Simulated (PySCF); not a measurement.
B(GeH3)(H)(NMe2), SMILES CN(C)[BH][GeH3] (C₂H₁₀BGeN), singlet, GFN2-xTB optimised geometry.

```
15

B      0.06    -0.48     0.00
Ge    -1.96    -0.48     0.00
H     -2.64    -1.16    -1.15
H     -2.63    -1.13     1.18
H     -2.63     0.87     0.00
H      0.65    -0.99    -0.87
N      0.79     0.10     1.01
C      2.23     0.13     1.05
C      0.22     0.77     2.16
H      2.60     1.16     1.06
H      2.60    -0.37     1.95
H      2.64    -0.37     0.18
H      0.55     0.28     3.08
H      0.55     1.82     2.19
H     -0.86     0.75     2.12
```

Density from PBE0/def2-TZVP run with PySCF at that geometry.

Minimum of the electron density along straight lines between bonded atoms, close to the bond critical point (lines longer than 1.1 times the sum of covalent radii, or with two minima, are not listed):

| bond | length / Å | ρ at the minimum / e bohr⁻³ | ∇²ρ there / e bohr⁻⁵ | position (fraction from the first atom) |
|---|---|---|---|---|
| B1–Ge2 | 2.016 | (withheld) | -0.16 | 0.49 |
| Ge2–H3 | 1.500 | 0.139 | 0.10 | 0.60 |
| Ge2–H4 | 1.507 | 0.137 | 0.10 | 0.59 |
| Ge2–H5 | 1.506 | 0.137 | 0.10 | 0.59 |
| B1–H6 | 1.174 | (withheld) | -0.29 | 0.44 |
| B1–N7 | 1.375 | 0.220 | (withheld) | 0.33 |
| N7–C8 | 1.448 | 0.273 | -0.74 | 0.60 |
| N7–C9 | 1.445 | 0.274 | -0.75 | 0.60 |
| C8–H10 | 1.094 | 0.279 | -0.96 | 0.64 |
| C8–H11 | 1.094 | 0.279 | -0.96 | 0.64 |
| C8–H12 | 1.086 | 0.286 | -1.01 | 0.65 |
| C9–H13 | 1.094 | 0.279 | -0.96 | 0.64 |
| C9–H14 | 1.094 | 0.279 | -0.96 | 0.64 |
| C9–H15 | 1.088 | 0.285 | -1.00 | 0.65 |

Question: Some entries are withheld; supply them.

Answer: 
- B1–Ge2, ρ at the minimum / e bohr⁻³: 0.121
- B1–H6, ρ at the minimum / e bohr⁻³: 0.188
- B1–N7, ∇²ρ there / e bohr⁻⁵: 0.80
